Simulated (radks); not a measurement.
Values are calculated unless marked as measured or tabulated.
Radial electron density D(r) = 4 pi r^2 rho(r) of an atom or ion with 30 electrons. Level of theory: scalar-relativistic Kohn-Sham, r2SCAN, spin-polarised, spherical densities, finite nucleus; meta-GGA in the generalised Kohn-Sham scheme; Fermi nuclear charge, rms radius of each element as measured or else 0.836 A^(1/3) + 0.57 fm (a radial shooting solver on a logarithmic mesh with Libxc functionals).

| r (bohr) | D(r) (e/bohr) |
|---|---|
| 0.004958 | 4.705 |
| 0.006508 | 7.289 |
| 0.008611 | 11.10 |
| 0.0113 | 16.07 |
| 0.01484 | 22.13 |
| 0.01947 | 28.58 |
| 0.02556 | 34.02 |
| 0.03355 | 36.62 |
| 0.04404 | 35.32 |
| 0.05781 | 31.44 |
| 0.07587 | 29.19 |
| 0.09959 | 32.55 |
| 0.1318 | 39.77 |
| 0.173 | 41.59 |
| 0.227 | 33.02 |
| 0.298 | 21.86 |
| 0.3911 | 19.72 |
| 0.5134 | 24.06 |
| 0.6739 | 23.04 |
| 0.8846 | 15.16 |
| 1.161 | 7.428 |
| 1.524 | 3.372 |
| 2 | 1.790 |
| 2.647 | 1.002 |
| 3.474 | 0.4659 |
| 4.56 | 0.1452 |
| 5.985 | 0.02592 |
| 7.856 | 0.002285 |

What is the nuclear charge?

Answer. Z = 30. The innermost maximum, from 1s, lies near gamma/Z bohr with gamma = sqrt(1 - (Z/c)^2) = 0.976, here 0.0325 bohr (found: 0.0352), and its height grows with Z. The density is that of neutral zinc in [Ar] 3d10 4s2; the configuration itself is not fixed sharply by these data, and Z only to about a unit. D(r) has 3 maxima, at r = 0.0352, 0.160, 0.570 bohr, and minima at 0.0753, 0.358 bohr, inside which lie 2.10, 10.88 electrons.
